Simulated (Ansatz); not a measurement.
`FB(S)Cl` + HCl → `SB(Cl)Cl` + H–F  (ligand exchange at a B–F bond)

Calculated with Ansatz (gas phase, PBE0-D4/def2-TZVP geometries, no zero-point term in ΔE). CCSD(T)/CBS adds triple-zeta CCSD(T) − MP2 to the extrapolated MP2 energy (def2 sets, frozen cores). This one scheme is used for every species. Functionals use def2-TZVPP. Each species was taken in one conformer, which may not be the lowest.

```tsv
level	ΔE (kJ/mol)
PBE-D4	46.8
PBE0-D4	47.9
BHLYP-D4	59.3
ωB97M-V	55.8
PBE	50.8
MP2/def2-SVP	57.5
HF/def2-TZVPP	73.2
MP2/def2-QZVPP	40.4
```

**Question.** What does CCSD(T)/CBS give? (Estimate.)

**Answer.** Ansatz gave: +47.3 kJ/mol. The listed levels differ from it by -0.5, 0.6, 12.0, 8.5, 3.5, 10.2, 25.9, -6.9 kJ/mol.

**Question.** What do rigid-rotor, harmonic-oscillator terms from PBE0-D4/def2-TZVP frequencies (298.15 K, 1 bar) make of the CCSD(T)/CBS value? (Estimate.)

**Answer.** The calculation gave: ΔZPE = +3.3 kJ/mol, ΔH = +51.3 kJ/mol, ΔS = -2 J/(mol·K), ΔG = +52.0 kJ/mol.

Largest T1 diagnostic among the species: 0.012.

At CCSD(T), def2-SVP lies +15.3 kJ/mol from the extrapolated value and def2-TZVPP +5.9 kJ/mol. Leaving LDA and LC-ωPBE aside and taking each functional with its dispersion term where it has one, the values, not all of them listed here, spread over 19.8 kJ/mol, from revPBE-D4 to CAM-B3LYP-D4.
